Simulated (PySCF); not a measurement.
A structure optimised at PBE-D3(BJ)/def2-SVP, used in a PySCF frequency run:

```
N
C 1 1.4024
C 2 1.3657 1 123.37
H 3 1.0981 2 120.05 1 -178.28
H 3 1.1004 4 116.55 2 -179.77
C 1 1.4578 2 117.28 3 0.21
H 6 1.1075 1 110.12 2 176.96
H 6 1.1126 7 107.99 1 121.00
H 6 1.1142 7 108.19 8 116.15
Si 1 1.7697 2 124.34 3 -168.00
H 10 1.4995 1 108.32 2 -31.71
H 10 1.5027 11 110.63 1 117.36
H 10 1.5089 11 108.79 12 118.73
Si 2 1.9021 3 115.60 4 0.53
H 14 1.5014 2 106.95 3 2.53
H 14 1.5057 15 109.12 4 119.39
H 14 1.5071 15 108.96 4 -123.25
```

Task: Write its SMILES and formula.

Result: C=C([SiH3])N(C)[SiH3], C₃H₁₁NSi₂

Task: What are its rotational constants (standard atomic weights)?

Result: 2.7618, 1.8259, 1.1400 GHz
